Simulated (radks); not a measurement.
Results of a calculation; reference values are marked as such.
Q: These are the eigenvalues of the occupied orbitals of an atom or ion with whole-number occupations (hartree). Level of theory: scalar-relativistic Kohn-Sham, PBE, spin-unpolarised, spherical densities, point nucleus (a radial shooting solver on a logarithmic mesh with Libxc functionals).

| orbital | eigenvalue |
|---|---|
| 1s | -378.3627 |
| 2s | -69.46926 |
| 2p | -64.05240 |
| 3s | -26.40911 |

Which element is it, and in what charge state? The configuration may be excited.

A: Z = 30, zinc, charge +19: Zn19+ in [Ne] 3s1. The list shows which subshells hold electrons but not how many an open one holds; the 1s level, -378.36 hartree, gives Z - s = 27.5 by -(Z - s)^2/2, which with screening and relativity narrows Z to a few neighbours, and the depths of the outer levels then fix element, charge and occupations together.
